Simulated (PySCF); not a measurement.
ReF3, SMILES [Re]([F])([F])[F] (connectivity only; charge and spin as stated), neutral, multiplicity 3.

Geometry optimised at PBE-D3(BJ)/def2-TZVP. The multiplicity is an assumed one; other spin states were not compared. The def2 effective core potentials stand for the cores of Re; spin–orbit coupling is left out.

All values below come from TDA-PBE/def2-SVPD run with PySCF.

Vertical excitations; the highest root listed may be one member of a degenerate set. Gas-phase values at a fixed geometry.

Computed excitation energies, oscillator strengths and character:
| state | energy (eV) | λ (nm) | f | main pairs |
|---|---|---|---|---|
| root 1 | 0.86 | 1437 | 0.000 | β HOMO→LUMO (degenerate set) |
| root 2 | 0.86 | 1435 | 0.000 | β HOMO→LUMO+1 (degenerate set) |
| root 3 | 1.66 | 746 | 0.000 | α HOMO−2→LUMO+1, β HOMO→LUMO+2 (degenerate set) |
| root 4 | 1.66 | 746 | 0.000 | α HOMO−2→LUMO, β HOMO→LUMO+3 (degenerate set) |
| root 5 | 1.74 | 712 | 0.001 | α HOMO−1→LUMO+1 50 %, α HOMO→LUMO 50 % |
| root 6 | 1.78 | 698 | 0.000 | α HOMO→LUMO+1 50 %, α HOMO−1→LUMO 50 % |
| root 7 | 2.10 | 590 | 0.003 | α HOMO−2→LUMO+1, β HOMO→LUMO+2 (degenerate set) |
| root 8 | 2.10 | 590 | 0.003 | α HOMO−2→LUMO, β HOMO→LUMO+3 (degenerate set) |
| root 9 | 2.17 | 572 | 0.000 | α HOMO→LUMO, α HOMO−1→LUMO+1 (degenerate set) |
| root 10 | 2.17 | 571 | 0.000 | α HOMO−1→LUMO, α HOMO→LUMO+1 (degenerate set) |
Unrestricted roots are not spin-pure.
